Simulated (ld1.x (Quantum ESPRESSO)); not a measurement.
Configuration tests for oxygen (TM)

```
Element                 : oxygen (O)
Generator               : ld1.x (Quantum ESPRESSO) 7.5
Type                    : norm-conserving Troullier–Martins (Kleinman–Bylander form)
Functional              : PBEsol
Relativity              : non-relativistic
Frozen core             : [He]
Valence charge          : 6
Reference configuration : 2s2 2p4
Partial waves           : 2p (bound): rc 1.70 bohr; 2s (bound): rc 0.60 bohr
Local potential         : the s channel
Core correction         : a·sin(br)/r model core, default radius (core density twice the valence density)
```

Energies are relative to the spin-unpolarised reference configuration 2s2 2p4; without spin polarisation the order of configurations can differ from experiment. The frozen-core shift is the all-electron ΔE with the core orbitals held at their reference shape minus the fully relaxed ΔE.

(1) Give the all-electron excitation energy and the error of the potential for: 2s2 2p3; 2s2 2p2; 2s2 2p1; 2s1 2p5; 2s1 2p4; 2s2 2p4.3; 2s2 2p3.5.

## Answers

(1)

| valence configuration | charge | ΔE all-electron (eV) | error AE − PS (meV) | frozen-core shift (meV) |
| --- | --- | --- | --- | --- |
| 2s2 2p3 | +1 | 16.368 | +28 | +0.1 |
| 2s2 2p2 | +2 | 49.853 | +272 | +1.4 |
| 2s2 2p1 | +3 | 103.563 | +1151 | +7.6 |
| 2s1 2p5 | 0 | 14.801 | +6.5 | +0.4 |
| 2s1 2p4 | +1 | 31.447 | -64 | +0.5 |
| 2s2 2p4.3 | -0.3 | -2.109 | +0.3 | 0.0 |
| 2s2 2p3.5 | +0.5 | 6.258 | +3.8 | 0.0 |
